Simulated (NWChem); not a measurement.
The numbers come from NWChem runs, not from measurements. System: ClCu, charge 0, spin multiplicity 1, at a geometry optimised with PBE0/def2-SVP. The structure started from a generated list of species. Level: TD-LDA (SVWN5)/def2-SVPD.

Input file:

```
start mol
memory heap 200 mb stack 900 mb global 1100 mb
geometry units angstroms nocenter noautoz
  Cu     0.000000     0.000000    -0.769842
  Cl     0.000000     0.000000     1.313260
  symmetry group C2v
end
basis spherical
  * library def2-svpd
end
dft
  xc slater vwn_5
  semidirect memsize 60000000 filesize 0
  iterations 100
end
tddft
  rpa
  nroots 6
  notriplet
  thresh 1e-4
end
task tddft energy
```

NWChem printed:

```
             Northwest Computational Chemistry Package (NWChem) 7.3.0
             --------------------------------------------------------

                                NWChem Input Module
                                -------------------

 Scaling coordinates for geometry "geometry" by  1.889725989
 (inverse scale =  0.529177249)

 Turning off AUTOSYM since
 SYMMETRY directive was detected!

                             Geometry "geometry" -> ""
                             -------------------------

 Output coordinates in angstroms (scale by  1.889725989 to convert to a.u.)

  No.       Tag          Charge          X              Y              Z
 ---- ---------------- ---------- -------------- -------------- --------------
    1 Cu                  29.0000     0.00000000     0.00000000    -0.76984200
    2 Cl                  17.0000     0.00000000     0.00000000     1.31326000

 Effective nuclear repulsion energy (a.u.)     125.2384106764

            Nuclear Dipole moment (a.u.)
            ----------------------------
        X                 Y               Z
 ---------------- ---------------- ----------------
     0.0000000000     0.0000000000     0.0000037795

      Symmetry information
      --------------------

 Group name             C2v
 Group number             16
 Group order               4
 No. of unique centers     2

      Symmetry unique atoms

     1    2


 Summary of "ao basis" -> "" (spherical)
 ------------------------------------------------------------------------------
       Tag                 Description            Shells   Functions and Types
 ---------------- ------------------------------  ------  ---------------------
 *                         def2-svpd                  on all atoms

                                 NWChem DFT Module
                                 -----------------

 Summary of "ao basis" -> "ao basis" (spherical)
 ------------------------------------------------------------------------------
       Tag                 Description            Shells   Functions and Types
 ---------------- ------------------------------  ------  ---------------------
 Cu                        def2-svpd                12       34   5s4p2d1f
 Cl                        def2-svpd                11       27   5s4p2d

 Summary of "ao basis" -> "ao basis" (spherical)
 ------------------------------------------------------------------------------
       Tag                 Description            Shells   Functions and Types
 ---------------- ------------------------------  ------  ---------------------
 Cu                        def2-svpd                12       34   5s4p2d1f
 Cl                        def2-svpd                11       27   5s4p2d

      Symmetry analysis of basis
      --------------------------

        a1         28
        a2          5
        b1         14
        b2         14

            General Information
            -------------------
          SCF calculation type: DFT
          Wavefunction type:  closed shell.
          No. of atoms     :     2
          No. of electrons :    46
           Alpha electrons :    23
            Beta electrons :    23
          Charge           :     0
          Spin multiplicity:     1
          Use of symmetry is: off; symmetry adaption is: on
          Maximum number of iterations: 100
          AO basis - number of functions:    61
                     number of shells:    23
          Convergence on energy requested:  1.00D-06
          Convergence on density requested:  1.00D-05
[...]
     Transition Moments    X -0.36021   Y -0.00005   Z -0.00000
     Transition Moments   XX -0.00000  XY  0.00000  XZ  0.74537
     Transition Moments   YY -0.00000  YZ  0.00011  ZZ  0.00000
     Dipole Oscillator Strength                    0.0069509258
     Electric Quadrupole                           0.0000000015
     Magnetic Dipole                               0.0000000285
     Total Oscillator Strength                     0.0069509558

          sigma_e =   1.8588 Angstrom
          sigma_h =   1.3971 Angstrom
         |d_h->e| =   1.3209 Angstrom
            d_exc =   2.6809 Angstrom
            d_CD1 =   1.7827 Angstrom
            d_CD2 =  -0.3070 Angstrom
            d_CD3 =   4.0019 Angstrom
     Pearson C.C. =  -0.0068

     Occ.   23  b1  ---  Virt.   24  a1   0.99978 X
  ----------------------------------------------------------------------------
  Root   2 singlet b2             0.080356268 a.u.                2.1866 eV
  ----------------------------------------------------------------------------
     Transition Moments    X  0.00005   Y -0.36020   Z  0.00000
     Transition Moments   XX -0.00000  XY -0.00000  XZ -0.00011
     Transition Moments   YY -0.00000  YZ  0.74539  ZZ  0.00000
     Dipole Oscillator Strength                    0.0069506022
     Electric Quadrupole                           0.0000000015
     Magnetic Dipole                               0.0000000285
     Total Oscillator Strength                     0.0069506323

          sigma_e =   1.8588 Angstrom
          sigma_h =   1.3971 Angstrom
         |d_h->e| =   1.3210 Angstrom
            d_exc =   2.6809 Angstrom
            d_CD1 =   1.7827 Angstrom
            d_CD2 =  -0.3070 Angstrom
            d_CD3 =   4.0019 Angstrom
     Pearson C.C. =  -0.0068

     Occ.   22  b2  ---  Virt.   24  a1  -0.99978 X
  ----------------------------------------------------------------------------
  Root   3 singlet a1             0.093363507 a.u.                2.5406 eV
  ----------------------------------------------------------------------------
     Transition Moments    X  0.00000   Y  0.00000   Z -0.00000
     Transition Moments   XX -0.37883  XY -0.00000  XZ -0.00000
     Transition Moments   YY  0.37884  YZ  0.00000  ZZ -0.00003
     Dipole Oscillator Strength                    0.0000000000
     Electric Quadrupole                           0.0000000006
     Magnetic Dipole                               0.0000000000
     Total Oscillator Strength                     0.0000000006

          sigma_e =   1.8457 Angstrom
          sigma_h =   0.6042 Angstrom
         |d_h->e| =   0.4880 Angstrom
            d_exc =   2.0032 Angstrom
            d_CD1 =   1.7295 Angstrom
            d_CD2 =  -0.7370 Angstrom
            d_CD3 =   2.4912 Angstrom
     Pearson C.C. =  -0.0013

     Occ.   20  a1  ---  Virt.   24  a1   1.00016 X
  ----------------------------------------------------------------------------
  Root   4 singlet a2             0.093363509 a.u.                2.5406 eV
  ----------------------------------------------------------------------------
     Transition Moments    X -0.00000   Y  0.00000   Z -0.00000
     Transition Moments   XX  0.00000  XY -0.37884  XZ  0.00000
     Transition Moments   YY -0.00000  YZ -0.00000  ZZ -0.00000
     Dipole Oscillator Strength                    0.0000000000
     Electric Quadrupole                           0.0000000006
     Magnetic Dipole                               0.0000000000
     Total Oscillator Strength                     0.0000000006

          sigma_e =   1.8457 Angstrom
          sigma_h =   0.6042 Angstrom
         |d_h->e| =   0.4880 Angstrom
            d_exc =   2.0032 Angstrom
            d_CD1 =   1.7295 Angstrom
            d_CD2 =  -0.7370 Angstrom
            d_CD3 =   2.4912 Angstrom
     Pearson C.C. =  -0.0013

     Occ.   19  a2  ---  Virt.   24  a1   1.00016 X
  ----------------------------------------------------------------------------
  Root   5 singlet a1             0.097982779 a.u.                2.6662 eV
  ----------------------------------------------------------------------------
     Transition Moments    X  0.00000   Y  0.00000   Z  0.56735
     Transition Moments   XX -0.68379  XY -0.00000  XZ -0.00000
     Transition Moments   YY -0.68378  YZ -0.00000  ZZ  0.62342
     Dipole Oscillator Strength                    0.0210259577
     Electric Quadrupole                           0.0000000029
     Magnetic Dipole                               0.0000000000
     Total Oscillator Strength                     0.0210259605

          sigma_e =   1.8644 Angstrom
          sigma_h =   1.1331 Angstrom
         |d_h->e| =   0.8318 Angstrom
            d_exc =   2.3255 Angstrom
            d_CD1 =   1.5632 Angstrom
            d_CD2 =  -0.6669 Angstrom
            d_CD3 =   3.1574 Angstrom
     Pearson C.C. =   0.0104

     Occ.   21  a1  ---  Virt.   24  a1  -0.99789 X
     Occ.   21  a1  ---  Virt.   24  a1   0.07935 Y
     Occ.   21  a1  ---  Virt.   27  a1   0.05024 X
     Occ.   22  b2  ---  Virt.   26  b2   0.05241 X
     Occ.   23  b1  ---  Virt.   25  b1  -0.05241 X
  ----------------------------------------------------------------------------
  Root   6 singlet b1             0.136138375 a.u.                3.7045 eV
  ----------------------------------------------------------------------------
     Transition Moments    X -0.04273   Y  0.00000   Z -0.00000
     Transition Moments   XX  0.00000  XY  0.00000  XZ -0.59469
     Transition Moments   YY  0.00000  YZ  0.00000  ZZ  0.00000
     Dipole Oscillator Strength                    0.0001656995
     Electric Quadrupole                           0.0000000048
     Magnetic Dipole                               0.0000001352
     Total Oscillator Strength                     0.0001658395

          sigma_e =   1.8428 Angstrom
          sigma_h =   1.3466 Angstrom
         |d_h->e| =   1.6152 Angstrom
            d_exc =   2.8004 Angstrom
            d_CD1 =   2.1115 Angstrom
            d_CD2 =   0.0205 Angstrom
            d_CD3 =   4.4156 Angstrom
     Pearson C.C. =  -0.0048

     Occ.   18  b1  ---  Virt.   24  a1  -0.99957 X

              Target root =      1
          Target symmetry = none
      Ground state energy =  -2096.134982379863
        Excitation energy =      0.080356235127
     Excited state energy =  -2096.054626144737

  stored tddft:energy   -2096.0546261447366

 Task  times  cpu:       10.6s     wall:       10.6s

 Total times  cpu:       10.6s     wall:       10.6s
```
